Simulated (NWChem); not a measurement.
Species: C₃H₄F₂O; SMILES CO/C(F)=C/F

```xyz
10

C      0.0605     2.2295    -0.1947
O      0.6274     1.1125     0.4717
C      0.0011    -0.0455     0.2979
F     -1.2808    -0.0509     0.6521
C      0.6097    -1.1428    -0.1546
F     -0.0139    -2.3161    -0.2118
H      0.6886     3.0941     0.0509
H      0.0607     2.0733    -1.2868
H     -0.9686     2.4175     0.1474
H      1.6543    -1.1378    -0.4661
```
Atoms are numbered in this order, from 1.

Computed with NWChem. All runs use the structure optimised with PBE0/def2-SVP. B3LYP is NWChem's, with the RPA form of VWN correlation. Level: B3LYP/def2-SVP with SMD (1 M gas to 1 M solution), gas-phase geometry.

For solvent methanol:

| Property | Value |
|---|---|
| cavity-dispersion-structure term (kcal/mol) | 2.9 |

Question: How do the values read with solvent chloroform instead?

Answer: 
| Property | Result |
|---|---|
| cavity-dispersion-structure term (kcal/mol) | 1.2 |
